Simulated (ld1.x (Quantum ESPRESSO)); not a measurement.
# silicon (Si): TM pseudisation with BLYP, scalar-relativistic reference atom.

silicon, norm-conserving Troullier–Martins (Kleinman–Bylander form), made with ld1.x (Quantum ESPRESSO) 7.5 (BLYP, scalar-relativistic). Core [Ne], reference 3s2 3p2. Waves: 3s (bound): rc 1.30 bohr; 3p (bound): rc 1.75 bohr; 3d channel at 0.05 Ry: rc 1.50 bohr. Local part: the d channel. Core correction: a·sin(br)/r model core inside 1.20 bohr.

All-electron outer shells of the reference configuration (BLYP, scalar-relativistic, ld1.x):

| shell | level (eV) | outermost node (bohr) | outermost maximum (bohr) |
| --- | --- | --- | --- |
| 2s | -139.30 | 0.15 | 0.45 |
| 2p | -95.56 | – | 0.39 |
| 3s | -10.68 | 0.72 | 1.77 |
| 3p | -3.93 | 0.72 | 2.14 |

Calculated quality:

```
Cutoffs needed           : 40 Ry and 90 Ry (the cutoffs (Ry, on a coarse ladder) from which the occupation-weighted sum of valence levels, in a spherical-Bessel basis at the reference potential, stays within 10 and 1 mRy of its value at 400 Ry)
Ghost test               : no extra level below or beside the all-electron valence levels (s, p, d, f tested) (spherical-Bessel basis up to 400 Ry, 20 bohr box)
Largest excitation error : +203 meV (all-electron minus pseudo) for 3s1 3p0, out of 7 test configurations
```

Generation and tests took about 0.87 s on one core of a shared server CPU.
